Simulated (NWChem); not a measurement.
System: Si2H4O, singlet; SMILES O[Si][SiH3]

NWChem printed, in part:

```
             Northwest Computational Chemistry Package (NWChem) 7.3.0
             --------------------------------------------------------

                             Geometry "geometry" -> ""
                             -------------------------

 Output coordinates in angstroms (scale by  1.889725989 to convert to a.u.)

  No.       Tag          Charge          X              Y              Z
 ---- ---------------- ---------- -------------- -------------- --------------
    1 Si                  14.0000    -0.72562383     0.86801455    -0.03173265
    2 O                    8.0000     0.78253618     1.63608855     0.04747835
    3 H                    1.0000     1.58512018     1.07858755     0.03738535
    4 Si                  14.0000     0.10175718    -1.45485145    -0.00730365
    5 H                    1.0000     1.62054218    -1.49581045    -0.29737165
    6 H                    1.0000    -0.62080483    -2.41577745    -1.00001265
    7 H                    1.0000    -0.11101383    -2.03999145     1.42668035

 Effective nuclear repulsion energy (a.u.)     131.1163416628

                                Z-matrix (autoz)
                                --------

 Units are Angstrom for bonds and degrees for angles

      Type          Name      I     J     K     L     M      Value
      ----------- --------  ----- ----- ----- ----- ----- ----------
    1 Stretch                  1     2                       1.69433
    2 Stretch                  1     4                       2.46594
    3 Stretch                  2     3                       0.97727
    4 Stretch                  4     5                       1.54678
    5 Stretch                  4     6                       1.55915
    6 Stretch                  4     7                       1.56332
    7 Bend                     1     2     3               118.15947
    8 Bend                     1     4     5               110.64258
    9 Bend                     1     4     6               114.75603
   10 Bend                     1     4     7               108.42108
   11 Bend                     2     1     4                97.34817
   12 Bend                     5     4     6               108.62215
   13 Bend                     5     4     7               107.20210
   14 Bend                     6     4     7               106.87397
   15 Torsion                  2     1     4     5         -14.55427
   16 Torsion                  2     1     4     6        -137.88610
   17 Torsion                  2     1     4     7         102.74089
   18 Torsion                  3     2     1     4           3.02656

  pbe96 is a nonlocal functional; adding pw91lda local functional.

                           NWChem Geometry Optimization
                           ----------------------------

 maximum gradient threshold         (gmax) =   0.000015
 rms gradient threshold             (grms) =   0.000010
 maximum cartesian step threshold   (xmax) =   0.000060
 rms cartesian step threshold       (xrms) =   0.000040
 fixed trust radius                (trust) =   0.300000
 source of zmatrix                         =   autoz

          -------------------
          Energy Minimization
          -------------------

 Using diagonal initial Hessian
 Scaling for Hessian diagonals: bonds = 1.00  angles = 0.25  torsions = 0.10

          --------
          Step   0

                                 NWChem DFT Module
                                 -----------------

 Summary of "ao basis" -> "ao basis" (spherical)
 ------------------------------------------------------------------------------
       Tag                 Description            Shells   Functions and Types
 ---------------- ------------------------------  ------  ---------------------
 Si                         def2-svp                 8       18   4s3p1d
 O                          def2-svp                 6       14   3s2p1d
 H                          def2-svp                 3        5   2s1p

            General Information
            -------------------
          SCF calculation type: DFT
          Wavefunction type:  closed shell.
          No. of atoms     :     7
          No. of electrons :    40
           Alpha electrons :    20
            Beta electrons :    20
          Charge           :     0
          Spin multiplicity:     1
          Use of symmetry is: off; symmetry adaption is: off
          Maximum number of iterations: 150
          AO basis - number of functions:    70
                     number of shells:    34
          Convergence on energy requested:  1.00D-06
          Convergence on density requested:  1.00D-05
          Convergence on gradient requested:  5.00D-04

[...]

      ----------------------
      Optimization converged
      ----------------------

  Step       Energy      Delta E   Gmax     Grms     Xrms     Xmax
  ---- ---------------- -------- -------- -------- -------- --------
@   22    -655.96959407  5.2D-09  0.00001  0.00000  0.00002  0.00004
                                     ok       ok       ok       ok

                                Z-matrix (autoz)
                                --------

 Units are Angstrom for bonds and degrees for angles

      Type          Name      I     J     K     L     M      Value     Gradient
      ----------- --------  ----- ----- ----- ----- ----- ---------- ----------
    1 Stretch                  1     2                       1.69297    0.00000
    2 Stretch                  1     4                       2.46354   -0.00001
    3 Stretch                  2     3                       0.97727    0.00000
    4 Stretch                  4     5                       1.51840   -0.00000
    5 Stretch                  4     6                       1.50958   -0.00000
    6 Stretch                  4     7                       1.51426   -0.00000
    7 Bend                     1     2     3               118.53950    0.00000
    8 Bend                     1     4     5               110.75469   -0.00000
    9 Bend                     1     4     6               115.83403    0.00000
   10 Bend                     1     4     7               108.74290   -0.00000
   11 Bend                     2     1     4                96.75404    0.00000
   12 Bend                     5     4     6               107.92392    0.00000
   13 Bend                     5     4     7               106.28859    0.00000
   14 Bend                     6     4     7               106.81867    0.00000
   15 Torsion                  2     1     4     5         -16.88592    0.00000
   16 Torsion                  2     1     4     6        -140.19318    0.00000
   17 Torsion                  2     1     4     7          99.55812    0.00000
   18 Torsion                  3     2     1     4           3.08288   -0.00000

                         Geometry "geometry" -> "geometry"
                         ---------------------------------

 Output coordinates in angstroms (scale by  1.889725989 to convert to a.u.)

[...]

 Rotational Constants
 --------------------
 A=   0.505278 cm-1  (  0.726967 K)
 B=   0.122099 cm-1  (  0.175669 K)
 C=   0.101842 cm-1  (  0.146525 K)

 Temperature                      =   298.15K
 frequency scaling parameter      =   1.0000

 Zero-Point correction to Energy  =   22.990 kcal/mol  (  0.036636 au)
 Thermal correction to Energy     =   26.684 kcal/mol  (  0.042524 au)
 Thermal correction to Enthalpy   =   27.276 kcal/mol  (  0.043468 au)

 Total Entropy                    =   76.662 cal/mol-K
   - Translational                =   38.882 cal/mol-K (mol. weight =  75.9801)
   - Rotational                   =   25.044 cal/mol-K (symmetry #  =        1)
   - Vibrational                  =   12.737 cal/mol-K

 Cv (constant volume heat capacity) =   18.486 cal/mol-K
   - Translational                  =    2.979 cal/mol-K
   - Rotational                     =    2.979 cal/mol-K
   - Vibrational                    =   12.527 cal/mol-K

[normal modes left out]

 ----------------------------------------------------------------------------
 Normal Eigenvalue ||           Projected Infra Red Intensities
  Mode   [cm**-1]  || [atomic units] [(debye/angs)**2] [(KM/mol)] [arbitrary]
 ------ ---------- || -------------- ----------------- ---------- -----------
    1       -0.000 ||    0.000101           0.002         0.099       0.021
    2       -0.000 ||    0.000003           0.000         0.003       0.001
    3        0.000 ||    0.000667           0.015         0.651       0.141
    4        0.000 ||    0.000340           0.008         0.331       0.072
    5        0.000 ||    0.000153           0.004         0.149       0.032
    6        0.000 ||    0.000148           0.003         0.144       0.031
    7       38.379 ||    0.000183           0.004         0.179       0.039
    8      153.304 ||    0.017993           0.415        17.540       3.804
    9      300.860 ||    0.037725           0.870        36.776       7.977
   10      344.103 ||    0.023408           0.540        22.819       4.949
   11      457.219 ||    0.020945           0.483        20.418       4.429
   12      577.079 ||    0.096803           2.233        94.369      20.469
   13      761.212 ||    0.311865           7.195       304.022      65.942
   14      819.336 ||    0.111659           2.576       108.850      23.610
   15      844.065 ||    0.000787           0.018         0.768       0.166
   16      889.248 ||    0.021799           0.503        21.251       4.609
   17      891.413 ||    0.028722           0.663        28.000       6.073
   18     2082.626 ||    0.096428           2.225        94.003      20.389
   19     2113.195 ||    0.081887           1.889        79.827      17.315
   20     2138.887 ||    0.088889           2.051        86.654      18.795
   21     3678.147 ||    0.052663           1.215        51.338      11.135
 ----------------------------------------------------------------------------
```

Level: PBE-D3(BJ)/def2-SVP. Low-valent species are run as closed-shell singlets; no triplet was tried in these runs.

Task: Which NWChem input produces such a log?

Result: Several could match; the one computed here: the input that was run:
```
start job
memory heap 200 mb stack 900 mb global 1100 mb
geometry units angstroms noautosym
  Si    -0.790376     0.934282    -0.028766
  O      0.717784     1.702356     0.050445
  H      1.520368     1.144855     0.040352
  Si     0.037005    -1.388584    -0.004337
  H      1.555790    -1.429543    -0.294405
  H     -0.685557    -2.349510    -0.997046
  H     -0.175766    -1.973724     1.429647
end
basis spherical
  * library def2-svp
end
dft
  xc xpbe96 cpbe96
  disp vdw 4
  grid fine
  iterations 150
end
driver
  maxiter 120
  tight
end
task dft optimize
task dft freq
```
